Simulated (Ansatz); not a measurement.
`[SH][Ge]([SH])([Cl])[Cl]` + H₂ → `[SH][GeH]([Cl])[Cl]` + H₂S at 400 K and 1 bar (hydrogenolysis of a Ge–S bond).

Computed with Ansatz on PBE0-D4/def2-TZVP structures; ΔE is electronic, products minus reactants. CBS: MP2 limit from def2 TZ/QZ plus the TZ coupled-cluster correction, frozen cores. This one scheme is used for every species. For Ge outer-core shells are correlated without core-valence functions, which leaves a few kJ/mol of doubt a bond. Scalar relativity is left out up to krypton. Each species was taken in one conformer, which may not be the lowest.

```csv
species,CCSD(T)/CBS energy (Eh),H − E (kJ/mol),S (J/(mol·K))
`[SH][Ge]([SH])([Cl])[Cl]`,-3792.56254,95.7,428.3
H₂,-1.17544,38.0,139.0
`[SH][GeH]([Cl])[Cl]`,-3394.75336,83.1,382.7
H₂S,-398.97279,53.4,215.9
```

H − E and S are ideal-gas, rigid-rotor, harmonic terms from PBE0-D4/def2-TZVP, for one conformer and one mirror image of each species. The MP2-based limit puts H₂ 0.8 mEh under its directly extrapolated value; such offsets cancel only in part. 1 Eh = 2625.50 kJ/mol, R = 8.31446 J/(mol·K).

By hand: ΔE, ΔH, ΔS and ΔG.

ΔE = (-3394.75336) + (-398.97279) − (-3792.56254) − (-1.17544) = 0.01183 Eh = 31.1 kJ/mol. Δ(H − E) = 83.1 + 53.4 − 95.7 − 38.0 = 2.8, so ΔH = 33.9 kJ/mol. ΔS = 382.7 + 215.9 − 428.3 − 139.0 = 31.3 J/(mol·K). ΔG = 33.9 − 400 × (31.3)/1000 = 21.4 kJ/mol.

By hand: the equilibrium constant, and the temperature at which ΔG would vanish if ΔH and ΔS stayed fixed.

log₁₀ K = −ΔG/(RT ln 10) = -2.8. ΔG = 0 at ΔH/ΔS = 1083 K.

TΔS isn't small against ΔH here. A doubt of 5 kJ/mol in ΔE shifts log₁₀ K by 0.7 here. Other conformers and mirror images would add mixing entropy, several J/(mol·K) or more a flexible species. These are equilibria of isolated gas molecules and say nothing of rates. Largest T1 diagnostic: 0.010 (customary marks: 0.02 for closed shells, 0.045 for open ones).
